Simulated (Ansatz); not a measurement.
Consider the isomerisation: `CNB[SiH3]` → `CB[SiH2]N`.

Calculated with Ansatz (gas phase, PBE0-D4/def2-TZVP geometries, no zero-point term in ΔE). CBS: MP2 limit from def2 TZ/QZ plus the TZ coupled-cluster correction, frozen cores. DFT in def2-TZVPP. One conformer a species, not always the lowest.

`CNB[SiH3]`:

Z-matrix (Å, degrees):
```
C
N 1 1.446
H 1 1.094 2 111.3
H 1 1.089 2 109.0 3 -119.6
H 1 1.094 2 111.3 3 120.7
B 2 1.384 1 127.0 3 119.8
H 2 1.009 1 113.5 3 -60.2
Si 6 2.014 2 120.4 1 180.0
H 6 1.201 2 117.4 1 -0.0
H 8 1.492 6 111.7 2 120.3
H 8 1.495 6 111.8 2 0.1
H 8 1.492 6 111.7 2 -120.0
```

`CB[SiH2]N`:

Z-matrix (Å, degrees):
```
C
B 1 1.555
H 1 1.091 2 116.6
H 1 1.102 2 106.0 3 -119.8
H 1 1.095 2 111.8 3 127.0
Si 2 2.013 1 122.7 3 11.2
H 2 1.204 1 117.3 3 -172.6
N 6 1.726 2 111.4 1 -169.8
H 6 1.493 2 111.6 1 -49.2
H 6 1.505 2 106.3 1 64.3
H 8 1.007 6 118.8 2 -38.1
H 8 1.007 6 120.8 2 179.0
```

```csv
level,ΔE (kJ/mol)
B97M-V,29.5
BLYP,43.8
```

(1) What does CCSD(T)/CBS give? (Best estimate.)

Largest T1 diagnostic among the species: 0.014.

## Answers

(1) Computed: +34.1 kJ/mol. The listed levels differ from it by -4.6, 9.7 kJ/mol.

Leaving LDA and LC-ωPBE aside and taking each functional with its dispersion term where it has one, the values, not all of them listed here, spread over 15.4 kJ/mol, from B97M-V to PBE-D4. LDA lies +9.0 kJ/mol from PBE without D4. In def2-TZVPP, CCSD(T) changes the Hartree–Fock value by +13.3 kJ/mol (the triples alone add +3.5 kJ/mol) and MP2 by +8.8 kJ/mol. From PBE to PBE0 (25 % exact exchange), in def2-TZVPP and without D4, ΔE moves by −5.7 kJ/mol.
